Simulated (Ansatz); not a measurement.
`CC[NH][AlH2]`. The species carries charge 0 and has multiplicity 1.

Z-matrix (Å, degrees):
```
C
C 1 1.519
H 1 1.093 2 111.1
H 1 1.093 2 110.7 3 -120.6
H 1 1.094 2 110.8 3 119.8
N 2 1.449 1 113.2 3 -179.6
H 2 1.099 1 109.2 3 -55.9
H 2 1.095 1 109.4 3 59.7
Al 6 1.768 2 128.5 1 -117.0
H 6 1.011 2 111.7 1 61.4
H 9 1.584 6 117.4 2 -0.8
H 9 1.584 6 117.7 2 179.3
```

Task: List the harmonic frequencies (cm⁻¹, unscaled) at PBE0-D4/def2-TZVP in Ansatz. (An estimate is asked.)

Result: Ansatz gave: 82, 186, 228, 282, 404, 531, 571, 595, 716, 777, 812, 945, 1083, 1117, 1171, 1289, 1369, 1399, 1424, 1481, 1483, 1503, 1930, 1937, 3004, 3040, 3063, 3115, 3124, 3585.

Task: Is this a minimum?

Result: Yes, all 30 modes are real.

Task: Give the ideal-gas thermochemistry at 298.15 K and 1 bar (rigid rotor, harmonic oscillator; point group C1, symmetry number 1).

Result: Zero-point energy 252.7 kJ/mol; H(298) − E = 272.0 kJ/mol; entropy 323.7 J/(mol·K), of which translation 162.4, rotation 106.3, vibration 55.0; G(298) − E = 175.5 kJ/mol. Modes under 100 cm⁻¹ are hindered rotations or soft bends, so the harmonic entropy is rough.
